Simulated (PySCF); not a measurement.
**N⁺ (nitrogen, charge +1) across methods**

[He] 2s2 2p1 3d1, one real determinant (an excited configuration). Computed with PySCF 2.14 in aug-cc-pVQZ with one added diffuse shell each of s, p, d, f, g type (7s6p5d4f3g, 105 functions), with the non-relativistic Hamiltonian (point nucleus).

| method | E (hartree) | mean ε 2s β (eV) | mean ε 2p α (eV) | mean ε 3d α (eV) | Σ⟨r²⟩ (bohr²) | ⟨S²⟩ |
| --- | --- | --- | --- | --- | --- | --- |
| B97-3 | -53.2118 | -43.183 | -34.734 | -5.581 | 30.55 | 2.001 |
| r2SCAN | -53.1827 | -41.288 | -33.090 | -5.096 | 29.88 | 2.003 |
| LDA | -52.7372 | -40.658 | -31.806 | -5.045 | 29.42 | 2.001 |
| BLYP | -53.2271 | -40.711 | -32.069 | -5.125 | 28.96 | 2.001 |
| UHF | -53.05044 | -47.705 | -41.689 | -6.274 | 33.37 | 2.004 |
| wB97X | -53.2048 | -45.630 | -37.092 | -6.606 | 30.47 | 2.001 |
| PBE | -53.1584 | -40.802 | -32.005 | -5.210 | 28.98 | 2.001 |
| PW91 | -53.1949 | -40.839 | -32.119 | -5.211 | 28.82 | 2.001 |
| PBE0 | -53.1630 | -42.844 | -34.530 | -5.557 | 29.85 | 2.002 |

⟨L²⟩ = 8.01 against 12 for a pure F term, so this real determinant mixes terms. The outer electron is Rydberg-like, and this basis confines it to a smaller radius and binds it less than a complete one would.
